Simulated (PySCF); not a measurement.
Assignment exercise: B4H7N3

Geometry:
```csv
atom,x (Å),y (Å),z (Å)
B1,2.193,0.067,0.830
N2,0.862,0.026,0.317
B3,0.201,-1.250,0.096
N4,-1.127,-1.253,-0.408
B5,-1.849,-0.058,-0.703
N6,-1.175,1.180,-0.477
B7,0.152,1.259,0.022
H8,2.728,1.136,1.012
H9,2.772,-0.966,1.074
H10,0.772,-2.285,0.338
H11,-1.581,-2.145,-0.556
H12,-2.981,-0.094,-1.124
H13,-1.664,2.042,-0.679
H14,0.681,2.330,0.199
```

[PySCF: structure optimised with PBE0-D3(BJ)/def2-SVP; B3LYP/pcJ-1 coupling constants (spin–dipole term only in couplings to heteroatoms); PBE0/pcSseg-1 with gauge-including orbitals; one conformer; no relativistic terms; in vacuum; equivalent nuclei averaged]

Scale: TMS for ¹H (reference shieldings calculated alike).

Assign these signals to the numbered atoms. ¹H NMR (600 MHz, computed): δ 6.02 (br, 2H), 5.90 (br s, 2H), 5.21 (br, 2H), 4.83 (br, 1H).

## Answers


| δ (ppm) | atoms | environment | reason |
| --- | --- | --- | --- |
| 6.02 | H8/H9 | hydrogen on a boron bonded to N | – |
| 5.90 | H11/H13 | hydrogen on a nitrogen bonded to 2 B, in a 6-membered ring | exchangeable, gas-phase position |
| 5.21 | H10/H14 | hydrogen on a boron bonded to 2 N, in a 6-membered ring | – |
| 4.83 | H12 | hydrogen on a boron bonded to 2 N, in a 6-membered ring | – |

The OH or NH signal is concentration- and solvent-dependent in practice; the value given is the gas-phase one. Hydrogens on boron are broadened and split by ¹¹B (spin 3/2, 80 %) and 10B (spin 3). Couplings to exchangeable protons are dropped.
